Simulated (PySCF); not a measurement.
W(NH)(S)(Cl)(OH) (ClH2NOSW), SMILES [NH]=[W]([OH])(=[S])[Cl], multiplicity 1. The structure is a stationary point at B3LYP-D3(BJ)/def2-SVP. The spin state was assumed, not searched. The structure was generated by enumeration; whether it is a known compound was not checked. The def2 effective core potentials stand for the cores of W; spin–orbit coupling is left out. One conformer was computed; it need not be the lowest.

Computed equilibrium geometry at B3LYP-D3(BJ)/def2-SVP (PySCF confirms it by a frequency run) as a Z-matrix (one conformer of several):
```
W
N 1 1.7465
H 2 1.0180 1 154.62
O 1 1.8892 2 108.53 3 -123.75
H 4 0.9669 1 125.88 2 -6.68
S 1 2.1473 2 108.63 3 -5.17
Cl 1 2.3028 2 107.63 3 113.23
```
